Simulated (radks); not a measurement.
Task: The mean radii <r> (bohr) of the occupied orbitals of an atom or ion are listed with their occupations. Method: Dirac Kohn-Sham, BLYP, spin-unpolarised, spherical densities, point nucleus; computed with a radial shooting solver on a logarithmic mesh with Libxc functionals.

| orbital | occ. | <r> |
|---|---|---|
| 1s1/2 | 2 | 0.01966 |
| 2s1/2 | 2 | 0.08274 |
| 2p1/2 | 2 | 0.06872 |
| 2p3/2 | 4 | 0.07622 |
| 3s1/2 | 2 | 0.2163 |
| 3p1/2 | 2 | 0.2061 |
| 3p3/2 | 4 | 0.2201 |
| 3d3/2 | 4 | 0.1935 |
| 3d5/2 | 6 | 0.1978 |
| 4s1/2 | 2 | 0.4874 |
| 4p1/2 | 2 | 0.4951 |
| 4p3/2 | 4 | 0.5274 |
| 4d3/2 | 4 | 0.5521 |
| 4d5/2 | 6 | 0.5635 |
| 5s1/2 | 2 | 1.189 |
| 5p1/2 | 2 | 1.329 |
| 5p3/2 | 4 | 1.434 |
| 4f5/2 | 5.57143 | 0.7282 |
| 4f7/2 | 7.42857 | 0.7427 |
| 6s1/2 | 1 | 3.088 |

Name the element and its charge. Open shells, if any, are shared by 2j + 1.

Result: Z = 70, ytterbium, charge +2: Yb2+ in [Xe] 4f13 6s1. The 1s radius gives Z: for a bare nucleus <r> = (2 gamma + 1)/(2Z) with gamma = sqrt(1 - (Z/c)^2), 0.01942 bohr for Z = 70, and screening makes it slightly larger (0.01966 here). The occupations add up to 68, and the charge is Z minus that.
